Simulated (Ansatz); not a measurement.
`C[O][Y]([Cl])[O]C` and `C[O][Y]([NH2])[Cl]` differ in one atom or group.

Ansatz, PBE0-D4/def2-TZVP geometries, multiplicity 1. Each molecule was computed in one conformer, which needn't be the lowest.

Elements past krypton have def2 core potentials.

| property | `C[O][Y]([Cl])[O]C` |
| --- | --- |
| HOMO energy (B3LYP/def2-TZVPP) / eV | -7.49 |
| HOMO–LUMO gap (PBE/def2-TZVPP) / eV | 3.63 |
| HOMO–LUMO gap (ωB97M-V/def2-TZVPP) / eV | 9.55 |
| LUMO energy (B3LYP/def2-TZVPP) / eV | -2.18 |
| HOMO–LUMO gap (B3LYP/def2-TZVPP) / eV | 5.31 |
| LUMO energy (ωB97M-V/def2-TZVPP) / eV | -0.54 |

(1) What does the change do to each property? (Best estimate.)

Answers

(1) Computed: 
| property | `C[O][Y]([NH2])[Cl]` | shift |
| --- | --- | --- |
| HOMO energy (B3LYP/def2-TZVPP) / eV | -6.82 | 0.67 |
| HOMO–LUMO gap (PBE/def2-TZVPP) / eV | 3.25 | -0.38 |
| HOMO–LUMO gap (ωB97M-V/def2-TZVPP) / eV | 8.99 | -0.56 |
| LUMO energy (B3LYP/def2-TZVPP) / eV | -2.07 | 0.11 |
| HOMO–LUMO gap (B3LYP/def2-TZVPP) / eV | 4.75 | -0.56 |
| LUMO energy (ωB97M-V/def2-TZVPP) / eV | -0.43 | 0.11 |

With PBE0 the HOMO rises by 0.67 eV and the LUMO rises by 0.10 eV, so the gap narrows by about 0.57 eV. PBE moves the HOMO by 0.49 eV and ωB97M-V by 0.68 eV. The zero-point energy changes by -44.0 kJ/mol with -6 modes.

B3LYP here is the variant with VWN-RPA as its local correlation; programs differ in this.
